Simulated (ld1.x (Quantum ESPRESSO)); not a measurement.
## Building the PAW potential for H (Z = 1) (LDA (PZ), non-relativistic).

The input file (ld1.x (Quantum ESPRESSO) 7.5):

```
&input
   title='H', zed=1., rel=0, dft='PZ', iswitch=3,
   config='1s0.5',
   nld=1, rlderiv=1.20, eminld=-3.0, emaxld=5.0, deld=0.02
 /
 &inputp
   pseudotype=3, lpaw=.true., tm=.true., lloc=-1, rcloc=0.85,
   nlcc=.false.,
   which_augfun='BG', rmatch_augfun=0.65,
   file_pseudopw='H.UPF', file_wfcaegen='ae.wfc', file_wfcncgen='nc.wfc', file_beta='beta', file_chi='chi', file_wfcusgen='us.wfc'
 /
2
1S  1  0   0.50   0.00  0.95  1.10  0.0
1S  1  0   0.00   1.55  0.95  1.10  0.0
 &test
   configts(1)='1s0.5'
 /
```

Command:

```bash
ld1.x < H.in > H.out
```

Resulting log (shortened: banner, matrices, multipoles, cross overlaps and the repeated all-electron block are left out):

```
Program LD1 v.7.5
     --------------------------- All-electron run ----------------------------

     H

     atomic number is  1.00
     dft =PZ   lsd =0 sic =0 latt =0  beta=0.20 tr2=1.0E-14
     Exchange-correlation= PZ
                           (   1   1   0   0   0   0   0)
     mesh = 929 r(mesh) =  99.48432 a.u. xmin = -7.00 dx = 0.01250
     1 Ry =  13.60569312 eV

     n l     nl                  e(Ry)          e(Ha)          e(eV)
     1 0     1S 1( 0.50)        -0.9067        -0.4533       -12.3361

     final scf error:  7.7E-15 reached in  10 iterations

     Etot =      -0.550405 Ry,      -0.275203 Ha,      -7.488647 eV

     Ekin =       0.530753 Ry,       0.265377 Ha,       7.221266 eV
     Encl =      -1.030286 Ry,      -0.515143 Ha,     -14.017751 eV
     Eh   =       0.161206 Ry,       0.080603 Ha,       2.193316 eV
     Exc  =      -0.212079 Ry,      -0.106039 Ha,      -2.885477 eV

     normalization and overlap integrals

     s(1S/1S) =  1.000000  <r> =   1.4533  <r2> =    2.8138  r(max) =   0.9753

     ------------------------ End of All-electron run ------------------------

     --------------------- Generating PAW atomic setup --------------------

      Generating local potential from pseudized AE potential:
      Matching radius rcloc =   0.8500

      Local pseudo, rcloc= 0.839 Estimated cut-off energy=    31.71 Ry

      Computing core charge for PAW:
      Integrated core pseudo-charge :   0.00
      Wfc-us  1S rcutus= 1.105  Estimated cut-off energy=    36.81 Ry
      Wfc-us  1S rcutus= 1.105  Estimated cut-off energy=    47.16 Ry

     Required augmentation: BG   radius:    0.650000
     Message from routine us2paw:
     WARNING: using Bloechl style augmentation functions is not a good idea, as analytical overlap are not implemented in pwscf: use BESSEL or GAUSS instead.
     Message from routine us2paw:
     WARNING: using Bloechl style augmentation functions is not a good idea, as analytical overlap are not implemented in pwscf: use BESSEL or GAUSS instead.
     Message from routine us2paw:
     WARNING: using Bloechl style augmentation functions is not a good idea, as analytical overlap are not implemented in pwscf: use BESSEL or GAUSS instead.
     Message from routine us2paw:
     WARNING: using Bloechl style augmentation functions is not a good idea, as analytical overlap are not implemented in pwscf: use BESSEL or GAUSS instead.
     [... 1 repeated lines left out ...]
     WARNING: using Bloechl style augmentation functions is not a good idea, as analytical overlap are not implemented in pwscf: use BESSEL or GAUSS instead.
     [... 1 repeated lines left out ...]
     WARNING: using Bloechl style augmentation functions is not a good idea, as analytical overlap are not implemented in pwscf: use BESSEL or GAUSS instead.
     [... 1 repeated lines left out ...]
     WARNING: using Bloechl style augmentation functions is not a good idea, as analytical overlap are not implemented in pwscf: use BESSEL or GAUSS instead.
     [... 1 repeated lines left out ...]
     WARNING: using Bloechl style augmentation functions is not a good idea, as analytical overlap are not implemented in pwscf: use BESSEL or GAUSS instead.
     [... 1 repeated lines left out ...]
     WARNING: using Bloechl style augmentation functions is not a good idea, as analytical overlap are not implemented in pwscf: use BESSEL or GAUSS instead.
     [... 1 repeated lines left out ...]
     WARNING: using Bloechl style augmentation functions is not a good idea, as analytical overlap are not implemented in pwscf: use BESSEL or GAUSS instead.
     [... 1 repeated lines left out ...]
     WARNING: using Bloechl style augmentation functions is not a good idea, as analytical overlap are not implemented in pwscf: use BESSEL or GAUSS instead.
     [... 1 repeated lines left out ...]
     WARNING: using Bloechl style augmentation functions is not a good idea, as analytical overlap are not implemented in pwscf: use BESSEL or GAUSS instead.
     [... 1 repeated lines left out ...]
     WARNING: using Bloechl style augmentation functions is not a good idea, as analytical overlap are not implemented in pwscf: use BESSEL or GAUSS instead.
     [... 1 repeated lines left out ...]
     WARNING: using Bloechl style augmentation functions is not a good idea, as analytical overlap are not implemented in pwscf: use BESSEL or GAUSS instead.
     [... 1 repeated lines left out ...]
     WARNING: using Bloechl style augmentation functions is not a good idea, as analytical overlap are not implemented in pwscf: use BESSEL or GAUSS instead.
     [... 1 repeated lines left out ...]
     WARNING: using Bloechl style augmentation functions is not a good idea, as analytical overlap are not implemented in pwscf: use BESSEL or GAUSS instead.
     [... 1 repeated lines left out ...]
     WARNING: using Bloechl style augmentation functions is not a good idea, as analytical overlap are not implemented in pwscf: use BESSEL or GAUSS instead.
     Gaussians generated with zeta:    59.171598

     Estimated PAW energy =   -0.550405 Ryd

     ------------------- End of pseudopotential generation -------------------

     Computing logarithmic derivative in   1.19874
     Computing logarithmic derivative in   1.19874
     Computing the partial wave expansion
     R is outside the sphere for l=    0 j= 0.00
     R is outside the sphere for l=    0 j= 0.00

     ---------------------- Testing the pseudopotential ----------------------

     H

     atomic number is  1.00   valence charge is  1.00
     dft = SLA  PZ   NOGX NOGC   lsd =0 sic =0 latt =0  beta=0.20 tr2=1.0E-14
     mesh = 929 r(mesh) =  99.48432 xmin = -7.00 dx = 0.01250

     n l     nl             e AE (Ry)        e PS (Ry)    De AE-PS (Ry)
     1 0     1S   1( 0.50)       -0.90668       -0.90668        0.00000

     eps = 2.5E-26  iter =  1

     Etot =      -0.550405 Ry,      -0.275203 Ha,      -7.488647 eV
     Etotps =    -0.550405 Ry,      -0.275203 Ha,      -7.488647 eV

     Ekin =       0.530754 Ry,       0.265377 Ha,       7.221272 eV
     Encl =      -1.030286 Ry,      -0.515143 Ha,     -14.017758 eV
     Ehrt =       0.161206 Ry,       0.080603 Ha,       2.193316 eV
     Ecxc =      -0.212079 Ry,      -0.106039 Ha,      -2.885477 eV

     ---------------------- End of pseudopotential test ----------------------
```

Generation and configuration tests took about 1.5 s on one core of a shared server CPU.

Transferability test of the new file with ld1.x, input:

```
&input
   title='H', zed=1., rel=0, dft='PZ', iswitch=2,
   config='1s0.5'
 /
 &test
   file_pseudo='H.UPF', nconf=4,
   configts(1)='1s0.5',
   configts(2)='1s1',
   configts(3)='1s0.5', lsdts(3)=1,
   configts(4)='1s1', lsdts(4)=1
 /
```

```bash
ld1.x < H.test.in > H.test.out
```

Pseudopotential blocks of its output, shortened (energy terms left out):

```
     ---------------------- Testing the pseudopotential ----------------------

     n l     nl             e AE (Ry)        e PS (Ry)    De AE-PS (Ry)
     1 0     1S   1( 0.50)       -0.90668       -0.90668        0.00000

     eps = 6.5E-26  iter =  1

     Etot =      -0.550405 Ry,      -0.275203 Ha,      -7.488647 eV
     Etotps =    -0.550405 Ry,      -0.275203 Ha,      -7.488647 eV

     ---------------------- End of pseudopotential test ----------------------

          ---------------------- Testing the pseudopotential ----------------------

     n l     nl             e AE (Ry)        e PS (Ry)    De AE-PS (Ry)
     1 0     1S   1( 1.00)       -0.46732       -0.46733        0.00000

     eps = 6.1E-15  iter =  5

     Etot =      -0.891787 Ry,      -0.445894 Ha,     -12.133381 eV
     Etotps =    -0.891787 Ry,      -0.445894 Ha,     -12.133383 eV
     dEtot_ae =      -0.341382 Ry
     dEtot_ps =      -0.341382 Ry,   Delta E=       0.000000 Ry

     ---------------------- End of pseudopotential test ----------------------

          ---------------------- Testing the pseudopotential ----------------------

     n l     nl             e AE (Ry)        e PS (Ry)    De AE-PS (Ry)
     1 0     1S   1( 0.50)       -0.98124       -0.98124        0.00000
     1 0     1S   2( 0.00)       -0.63617       -0.63617        0.00000

     eps = 5.7E-17  iter =  4

     Etot =      -0.578855 Ry,      -0.289427 Ha,      -7.875719 eV
     Etotps =    -0.578855 Ry,      -0.289428 Ha,      -7.875724 eV
     dEtot_ae =      -0.028449 Ry
     dEtot_ps =      -0.028450 Ry,   Delta E=       0.000000 Ry

     ---------------------- End of pseudopotential test ----------------------

          ---------------------- Testing the pseudopotential ----------------------

     n l     nl             e AE (Ry)        e PS (Ry)    De AE-PS (Ry)
     1 0     1S   1( 1.00)       -0.53831       -0.53831        0.00000
     1 0     1S   2( 0.00)       -0.16665       -0.16665        0.00000

     eps = 8.5E-15  iter =  6

     Etot =      -0.957701 Ry,      -0.478850 Ha,     -13.030185 eV
     Etotps =    -0.957702 Ry,      -0.478851 Ha,     -13.030198 eV
     dEtot_ae =      -0.407296 Ry
     dEtot_ps =      -0.407296 Ry,   Delta E=       0.000001 Ry

     ---------------------- End of pseudopotential test ----------------------
```
